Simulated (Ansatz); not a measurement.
A nudged elastic band was laid between two geometries of BrH + ClF2HOTi (8 atoms, charge 0, multiplicity 1).

Method: RKS revPBE/def2-SVP in Ansatz 0.2.0.

```yaml
movable_images: 9
climbing_image: yes
spring: 5.0 eV/Å²
optimiser: quadratic models (default)
start_path: through a guess of the saddle point
force_threshold: 0.05 eV/Å
iteration_limit: 60
end_points: relaxed
```

First end point:

```xyz
8
Properties=species:S:1:pos:R:3
Ti 0.321 -0.033 -0.150
Cl 0.205 -0.059 2.086
O 2.024 -0.106 -0.645
H 2.644 -0.849 -0.764
F -0.379 1.437 -0.797
F -0.508 -1.445 -0.772
Br -3.865 0.069 1.989
H -2.456 0.033 2.296
```

Last end point:

```xyz
8
Properties=species:S:1:pos:R:3
Ti -0.407 -0.189 -0.612
Cl -0.217 1.303 3.269
O 1.193 -0.652 -0.011
H 1.763 -1.436 -0.120
F -0.530 1.557 -0.643
F -0.592 -0.823 -2.234
Br -2.119 -1.170 0.759
H -1.105 0.459 2.834
```

(1) What changes between the two ends?

(2) Give the energies along the band, and the barrier.

(3) What is the geometry of the highest image?

Results:

(1) Bonds broken: Ti1–Cl2, Br7–H8. Bonds formed: Ti1–Br7, Cl2–H8. BrH + ClF2HOTi becomes BrF2HOTi + ClH.

(2) The run converged. The highest image is number 5 of 0 to 10, 0.57 eV above the first end and 0.49 eV above the last; the last end lies 0.08 eV above the first. A vibrational analysis at the climbing image gives 2 clearly imaginary modes (129i, 59i cm⁻¹): a point of higher order, so a lower path passes nearby. The orbitals stay closed-shell, which can raise the energy where a bond breaks towards radicals; this wasn't checked here.

```json
{"image": "0", "path coordinate (Å)": "0.00", "energy (eV)": "0.00", "Ti1–Cl2 (Å)": "2.24", "Br7–H8 (Å)": "1.44", "Ti1–Br7 (Å)": "4.70"}
{"image": "1", "path coordinate (Å)": "0.55", "energy (eV)": "0.00", "Ti1–Cl2 (Å)": "2.24", "Br7–H8 (Å)": "1.44", "Ti1–Br7 (Å)": "4.34"}
{"image": "2", "path coordinate (Å)": "1.10", "energy (eV)": "0.05", "Ti1–Cl2 (Å)": "2.25", "Br7–H8 (Å)": "1.45", "Ti1–Br7 (Å)": "3.87"}
{"image": "3", "path coordinate (Å)": "1.64", "energy (eV)": "0.20", "Ti1–Cl2 (Å)": "2.29", "Br7–H8 (Å)": "1.46", "Ti1–Br7 (Å)": "3.43"}
{"image": "4", "path coordinate (Å)": "2.19", "energy (eV)": "0.43", "Ti1–Cl2 (Å)": "2.38", "Br7–H8 (Å)": "1.51", "Ti1–Br7 (Å)": "3.02"}
{"image": "5", "path coordinate (Å)": "2.74", "energy (eV)": "0.57", "Ti1–Cl2 (Å)": "2.58", "Br7–H8 (Å)": "1.75", "Ti1–Br7 (Å)": "2.72"}
{"image": "6", "path coordinate (Å)": "3.26", "energy (eV)": "0.50", "Ti1–Cl2 (Å)": "2.84", "Br7–H8 (Å)": "2.04", "Ti1–Br7 (Å)": "2.57"}
{"image": "7", "path coordinate (Å)": "3.77", "energy (eV)": "0.33", "Ti1–Cl2 (Å)": "3.16", "Br7–H8 (Å)": "2.25", "Ti1–Br7 (Å)": "2.49"}
{"image": "8", "path coordinate (Å)": "4.27", "energy (eV)": "0.16", "Ti1–Cl2 (Å)": "3.55", "Br7–H8 (Å)": "2.43", "Ti1–Br7 (Å)": "2.43"}
{"image": "9", "path coordinate (Å)": "4.78", "energy (eV)": "0.09", "Ti1–Cl2 (Å)": "3.95", "Br7–H8 (Å)": "2.65", "Ti1–Br7 (Å)": "2.41"}
{"image": "10", "path coordinate (Å)": "5.29", "energy (eV)": "0.08", "Ti1–Cl2 (Å)": "4.16", "Br7–H8 (Å)": "2.83", "Ti1–Br7 (Å)": "2.40"}
```

(3) 
```xyz
8
Properties=species:S:1:pos:R:3
Ti -0.295 0.013 -0.116
Cl 0.167 0.286 2.407
O 1.455 -0.234 -0.278
H 2.066 -0.980 -0.131
F -0.580 1.595 -0.788
F -0.855 -1.194 -1.261
Br -2.650 -0.423 1.174
H -1.320 -0.015 2.235
```

Time of the run: 4.6 min on 4 threads of Arm Neoverse V2, on a shared host, peak memory 0.24 GiB.
